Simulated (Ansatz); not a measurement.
The first iterations of a band of CH₈Ge₂ (11 atoms, charge 0, multiplicity 1).

All numbers below come from RKS PBE/def2-SVP (Ansatz 0.2.0).

* movable images: 5
* climbing image: yes
* spring: 5.0 eV/Å²
* optimiser: quadratic models (default)
* start path: through a guess of the saddle point
* force threshold: 0.03 eV/Å
* iteration limit: 60
* end points: relaxed

Image 0:

```xyz
11
Properties=species:S:1:pos:R:3
Ge 0.064 -0.133 0.537
H -0.194 -0.467 2.035
Ge 2.470 0.025 0.155
H 3.152 -1.352 0.383
H 2.772 0.469 -1.303
H 3.127 1.052 1.117
H -0.593 1.247 0.242
C -0.762 -1.519 -0.602
H -1.849 -1.576 -0.400
H -0.611 -1.278 -1.672
H -0.309 -2.507 -0.394
```

Image 6:

```xyz
11
Properties=species:S:1:pos:R:3
Ge 0.009 0.058 -1.103
H 0.884 0.265 0.651
Ge 2.474 0.067 0.503
H 2.836 -1.275 -0.167
H 3.108 1.286 -0.194
H 2.874 0.028 2.006
H -0.873 1.074 -0.214
C -0.863 -1.639 -0.411
H -1.158 -1.626 0.655
H -1.792 -1.750 -1.014
H -0.233 -2.528 -0.615
```

| iteration | highest image above the first end (eV) | largest band force component (eV/Å) |
| --- | --- | --- |
| 1 | 3.162 | 4.056 |
| 2 | 1.984 | 1.917 |
| 3 | 1.812 | 1.902 |
| 4 | 1.787 | 1.443 |

Task: Does the band converge within its limit, and where does its top end?

Result: The forces met the threshold. It ended after 14 iterations with the highest image 1.792 eV above the first end. A vibrational analysis at the climbing image gives one clearly imaginary mode, 299i cm⁻¹: a first-order saddle point.

Run time: 46 s on 4 threads of Intel(R) Xeon(R) 6975P-C (Granite Rapids), with other jobs on the host, peak memory 0.2 GiB.
